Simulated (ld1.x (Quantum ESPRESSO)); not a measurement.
Pseudopotential generation for gallium: RRKJ, PBE, scalar-relativistic.

Ga (Z = 31), norm-conserving RRKJ (Kleinman–Bylander form), made with ld1.x (Quantum ESPRESSO) 7.5 (PBE, scalar-relativistic). Core [Ar] 3d10, reference 4s2 4p1. Waves: 4s (bound): rc 2.00 bohr; 4p (bound): rc 2.45 bohr. Local part: all-electron potential smoothed inside 2.40 bohr (lloc = -1). Core correction: Bessel-smoothed model core inside 1.20 bohr.

All-electron outer shells of the reference configuration (PBE, scalar-relativistic, ld1.x):

```csv
shell,level (eV),outermost node (bohr),outermost maximum (bohr)
3p,-98.86,0.24,0.56
3d,-19.15,–,0.53
4s,-8.95,0.81,1.90
4p,-2.58,0.87,2.53
```

(1) Does the generator finish with these settings?

Results:

(1) No. ld1.x (Quantum ESPRESSO) 7.5 stopped with "compute_phi: phi has nodes before r_c": the RRKJ expansion in Bessel functions gave a pseudo-wave with a node inside its radius. Before that it printed "This function has    1 nodes for 0 < r <    1.996".
